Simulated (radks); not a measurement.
Charge is removed step by step from the 4p3/2 level of the indium ion In2+, starting from [Ar] 3d10 4s2 4p(1/2: 2, 3/2: 4) 4d10 5s1. All-electron calculation, Dirac Kohn-Sham, PBE, spin-unpolarised, spherical densities, point nucleus. Program: a radial shooting solver on a logarithmic mesh with Libxc functionals.

removed (e)  E - E(0) (eV)  eigenvalue (eV)  E minus straight line (eV)
0                    0.000          -94.092                       0.000
0.125               11.900          -96.317                      -0.998
0.25                24.080          -98.566                      -1.717
0.375               36.543          -100.84                      -2.153
0.5                 49.290          -103.13                      -2.303
0.625               62.326          -105.45                      -2.166
0.75                75.653          -107.78                      -1.738
0.875               89.272          -110.14                      -1.017
1                   103.19          -112.51                       0.000

Removing the whole electron costs 103.19 eV by Delta-SCF, against 94.092 eV from minus the eigenvalue at the starting occupation. Slater's transition state (half an electron removed) gives 103.13 eV. Integrating minus the eigenvalue over the occupation (Janak's theorem) gives 103.19 eV. The mean slope of the eigenvalue, de/dn, is 18.4 eV per electron.
